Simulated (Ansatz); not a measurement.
```yaml
atoms:
  - { symbol: O, position_ang: [0.0000, 0.0000, -1.5475] }
  - { symbol: C, position_ang: [0.0000, 0.0000, -0.4836] }
  - { symbol: S, position_ang: [0.0000, 0.0000, 0.9551] }
```

Basis set: def2-TZVP (spherical functions). Frozen core: 7 orbitals. Charge 0, multiplicity 1.

Computed with Ansatz (development build ahead of 0.2.0); each method stands on the lowest determinant of its kind that the runs found. Restricted open shells among the atoms or ions are ROHF, correlated in semicanonical orbitals with singles.

(1) Give the atomization energy at this shape (free ground-state atoms in the same class of orbitals less the molecule, no zero-point energy) of singlet COS by RHF-MP2, RHF.

Answers

(1)

| method | atomization energy |
| --- | --- |
| RHF-MP2 | 315.92 kcal/mol |
| RHF | 200.13 kcal/mol |

Caution: no unrestricted run beside it, a lower state can exist; the shape is not the minimum.
